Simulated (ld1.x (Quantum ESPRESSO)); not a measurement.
## Before and after: TM potential for rubidium

```
Element                 : Rb
Generator               : ld1.x (Quantum ESPRESSO) 7.5
Type                    : norm-conserving Troullier–Martins (Kleinman–Bylander form)
Functional              : PBE
Relativity              : scalar-relativistic
Frozen core             : [Kr]
Valence charge          : 1
Reference configuration : 4d0 5s0 5p1
Partial waves           : 5s (bound, empty): rc 3.10 bohr; 5p (bound): rc 3.45 bohr; 4d (bound, empty): rc 4.20 bohr
Local potential         : all-electron potential smoothed inside 3.75 bohr (lloc = -2)
Core correction         : a·sin(br)/r model core inside 1.70 bohr
```

Change: wave 5s (bound): rc 3.10 bohr becomes 5s (bound): rc 2.44 bohr.

Cutoffs: the cutoffs (Ry, on a coarse ladder) from which the occupation-weighted sum of valence levels, in a spherical-Bessel basis at the reference potential, stays within 10 and 1 mRy of its value at 400 Ry; they do not see the model core or the augmentation charge, which bear on the density cutoff. Errors are all-electron minus pseudo energies relative to the spin-unpolarised reference configuration.

Question: How do hardness, ghosts and transferability respond?

Answer: Both files are so soft that the ladder of cutoffs tells neither apart; a bound ghost appears in s, which as a rule spoils a file; of the 4 tests that both files solve, the error grows in 3 and shrinks in 0 by more than 15 % and 0.3 meV (median size 3.7 → 4.4 meV). That the errors move this way runs against the usual rule that smaller radii transfer better.

```csv
quantity,base,changed
"cutoff, loose",6 Ry,6 Ry
"cutoff, tight",10 Ry,10 Ry
bound ghosts,none,s
"error for 4d0 5s1 5p0, meV [ΔE -1.52 eV]",-5.7,-8.8
"error for 4d0 5s0.5 5p0, meV [ΔE 0.06 eV]",-1.8,-3.3
"error for 4d1 5s0 5p0, meV [ΔE 0.72 eV]",-3.4,-3.4
"error for 4d0.5 5s0.5 5p0, meV [ΔE -0.40 eV]",-4.0,-5.3
s: phases at 4.57 bohr within 0.05 rad from the reference energy up to (Ry; the scan ends near 5),0.5,0.4
p: phases at 4.57 bohr within 0.05 rad from the reference energy up to (Ry; the scan ends near 5),0.1,0.1
d: phases at 4.57 bohr within 0.05 rad from the reference energy up to (Ry; the scan ends near 5),0.6,0.6
```

Changed file: The cutoffs count occupied waves only; the empty 5s level needs 18 Ry at the loose tolerance. A true bound ghost makes a file unfit for plane-wave use even where its test errors are small: the radial tests pick states by their node count and pass the ghost by.
